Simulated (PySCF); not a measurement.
Simulated C 1s region for `CC([BH2-]O)(C)C`, binding energy against the vacuum level.

Every computed line was given a Gaussian of 0.5 eV full width at half maximum and an area set by the number of equivalent atoms; the highest printed point is 100. Computed with delta-SCF UKS SCAN, pcX-2 on the ionised atom, pcseg-1 elsewhere, spin-free X2C in PySCF 2.14.0.

(binding energy (eV), intensity): (283.8, 0), (283.9, 0), (284.0, 1), (284.1, 4), (284.2, 9), (284.3, 17), (284.4, 27), (284.5, 33), (284.6, 33), (284.7, 26), (284.8, 16), (284.9, 8), (285.0, 3), (285.1, 1), (285.2, 2), (285.3, 5), (285.4, 13), (285.5, 30), (285.6, 57), (285.7, 84), (285.8, 100), (285.9, 95), (286.0, 73), (286.1, 45), (286.2, 22), (286.3, 9), (286.4, 3), (286.5, 1)

Question: Count the maxima, the lines and the sites behind this envelope.

Answer: The curve has 2 maxima (at 284.5 and 285.8 eV). Under it lie 2 lines from 2 inequivalent carbon sites.

Question: Decompose the envelope and assign each component. Numbering: `[CH3:1][C:2]([CH3:3])([CH3:4])[BH2-:5][OH:6]`.

Answer: 
| position (eV) | relative area | line | atoms | environment |
| --- | --- | --- | --- | --- |
| 284.55 | 1 | C 1s | C2 | sp3 carbon bound to boron |
| 285.83 | 3 | C 1s | C1/C3/C4 | methyl carbon |

The listed C 1s values span 1.28 eV, from C2 (bonded to 3 C and B) to C1/C3/C4 (bonded to C and 3 H). Summing the Pauling electronegativity differences to the bonded atoms, each weighted by its formal bond order, gives -0.51 for the lowest site and -1.05 for the highest; the largest sum, -0.51, belongs to C2, 1.28 eV below the top. The smallest sum, -1.05, belongs to C1/C3/C4, 1.28 eV above the lowest.

The curve has no shake-up lines and no vibrational structure. Topologically equivalent atoms share the value of their first member; where this conformer doesn't relate them by symmetry, their own values could differ. The species carries charge -1, so core ionisation leaves a neutral species. The basis sets have no added diffuse functions. One conformer (not necessarily the lowest) at the PBE0-D3(BJ)/def2-SVP geometry, without solvent, vibrations or thermal averaging.

Shape of the structure used: `[CH3:1][C:2]([CH3:3])([CH3:4])[BH2-:5][OH:6]`: C1–C2–B5–O6 62°, H–O6–B5–C2 -71°.
